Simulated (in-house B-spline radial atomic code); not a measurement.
The outermost shell (largest non-relativistic mean radius) with and without relativity; Dirac values are averaged over j. Computed with a radial B-spline atomic code at the basis-set limit: non-relativistic Hartree-Fock and Dirac-Hartree-Fock, averages of the configuration (point nuclei without relativity, finite nuclei with it).

```
ion      configuration  outermost shell  radius non-relativistic (bohr)  radius Dirac (bohr)  radius change (%)  level non-relativistic (eV)  level Dirac (eV)  spin-orbit splitting (eV)
Lu+      [Xe] 4f14 6s2               6s                          3.6551               3.4235            -6.3369                      -11.939           -12.772                          -
Hf+  [Xe] 4f14 5d1 6s2               6s                          3.5096                3.263             -7.027                      -12.526           -13.573                          -
Ta+  [Xe] 4f14 5d3 6s1               6s                          3.5421                3.229            -8.8381                      -12.259           -13.698                          -
 W+  [Xe] 4f14 5d4 6s1               6s                           3.434               3.1101            -9.4314                      -12.678            -14.31                          -
Re+  [Xe] 4f14 5d5 6s1               6s                          3.3402               3.0057            -10.015                      -13.056            -14.88                          -
Os+  [Xe] 4f14 5d6 6s1               6s                          3.2576               2.9125            -10.594                      -13.402           -15.419                          -
Ir+  [Xe] 4f14 5d7 6s1               6s                          3.1837                2.828            -11.174                      -13.721           -15.934                          -
Pt+      [Xe] 4f14 5d9               5d                          1.5914               1.6224             1.9511                      -20.405           -19.522                     1.5028
```
